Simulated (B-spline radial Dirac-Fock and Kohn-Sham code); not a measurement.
Level of theory: the independent-particle Dirac-Slater model, thresholds from Dirac-Fock; a radial B-spline solver. Kinetic energies are from the vacuum level. Open shells are spread statistically over j, without multiplet splitting. Without correlation, outer binding energies are uncertain by a few eV, most for open f shells.

Question: A free atom or ion in its tabulated ground configuration is ionised with 800 eV photons and gives these photoelectron lines. Identify it and assign the lines.

| kinetic energy (eV) | relative cross section |
| --- | --- |
| 234.8 | 15.0 |
| 332.3 | 14.1 |
| 390.7 | 42.9 |
| 551.2 | 58.5 |
| 561.8 | 88.5 |
| 707.6 | 3.3 |
| 737.7 | 2.7 |
| 745.5 | 6.7 |
| 761.3 | 78.0 |
| 762.9 | 100.0 |
| 779.1 | 0.80 |
| 779.5 | 1.2 |

Answer: Hf²⁺, [Xe] 4f14 5d2. Binding energies are hν less the kinetic energy: 4s 565.2 eV, 4p1/2 467.7 eV, 4p3/2 409.3 eV, 4d3/2 248.8 eV, 4d5/2 238.2 eV, 5s 92.44 eV, 5p1/2 62.31 eV, 5p3/2 54.49 eV, 4f5/2 38.75 eV, 4f7/2 37.10 eV, 5d3/2 20.94 eV, 5d5/2 20.53 eV.

Question: A free atom or ion in its tabulated ground configuration is ionised with 5930 eV photons and gives these photoelectron lines. Identify it and assign the lines.

| kinetic energy (eV) | relative cross section |
| --- | --- |
| 2705.3 | 34.2 |
| 2972.0 | 48.0 |
| 3328.4 | 92.6 |
| 3768.0 | 74.2 |
| 3843.5 | 100.0 |
| 5187.9 | 9.7 |
| 5300.7 | 11.7 |
| 5385.3 | 21.3 |
| 5570.4 | 13.6 |
| 5586.1 | 18.2 |
| 5786.1 | 1.9 |
| 5823.3 | 2.0 |
| 5823.9 | 2.0 |
| 5826.3 | 2.5 |
| 5837.7 | 3.5 |
| 5887.1 | 0.81 |
| 5888.5 | 1.1 |

Answer: Ir³⁺, [Xe] 4f14 5d6. Binding energies are hν less the kinetic energy: 3s 3224.7 eV, 3p1/2 2958.0 eV, 3p3/2 2601.6 eV, 3d3/2 2162.0 eV, 3d5/2 2086.5 eV, 4s 742.1 eV, 4p1/2 629.3 eV, 4p3/2 544.7 eV, 4d3/2 359.6 eV, 4d5/2 343.9 eV, 5s 143.9 eV, 4f5/2 106.7 eV, 5p1/2 106.1 eV, 4f7/2 103.7 eV, 5p3/2 92.35 eV, 5d3/2 42.90 eV, 5d5/2 41.49 eV.

Question: A free atom or ion in its tabulated ground configuration is ionised with 813 eV photons and gives these photoelectron lines. Identify it and assign the lines.

```
kinetic energy (eV)  relative cross section
              90.81                    14.9
              129.3                    33.8
              345.6                    68.0
              353.1                   100.0
              665.8                     3.2
              707.8                     3.5
              714.4                     7.3
              780.4                     6.2
              781.2                     9.0
              796.0                    0.38
```

Answer: In⁺, [Kr] 4d10 5s2. Binding energies are hν less the kinetic energy: 3p1/2 722.2 eV, 3p3/2 683.7 eV, 3d3/2 467.4 eV, 3d5/2 459.9 eV, 4s 147.2 eV, 4p1/2 105.2 eV, 4p3/2 98.59 eV, 4d3/2 32.63 eV, 4d5/2 31.78 eV, 5s 17.02 eV.

Question: A free atom or ion in its tabulated ground configuration is ionised with 7710 eV photons and gives these photoelectron lines. Identify it and assign the lines.

| kinetic energy (eV) | relative cross section |
| --- | --- |
| 4756.4 | 78.6 |
| 5002.3 | 56.6 |
| 5107.2 | 100.0 |
| 7122.2 | 14.3 |
| 7216.2 | 8.4 |
| 7234.0 | 14.8 |
| 7400.0 | 1.7 |
| 7403.2 | 2.4 |
| 7568.3 | 2.6 |
| 7599.3 | 1.3 |
| 7602.1 | 2.4 |
| 7642.3 | 0.022 |
| 7642.6 | 0.030 |

Answer: Mo⁵⁺, [Kr] 4d1. Binding energies are hν less the kinetic energy: 2s 2953.6 eV, 2p1/2 2707.7 eV, 2p3/2 2602.8 eV, 3s 587.8 eV, 3p1/2 493.8 eV, 3p3/2 476.0 eV, 3d3/2 310.0 eV, 3d5/2 306.8 eV, 4s 141.7 eV, 4p1/2 110.7 eV, 4p3/2 107.9 eV, 4d3/2 67.71 eV, 4d5/2 67.39 eV.

Values without a named source are computed, but for edge energies of neutral atoms, which are taken from tables.
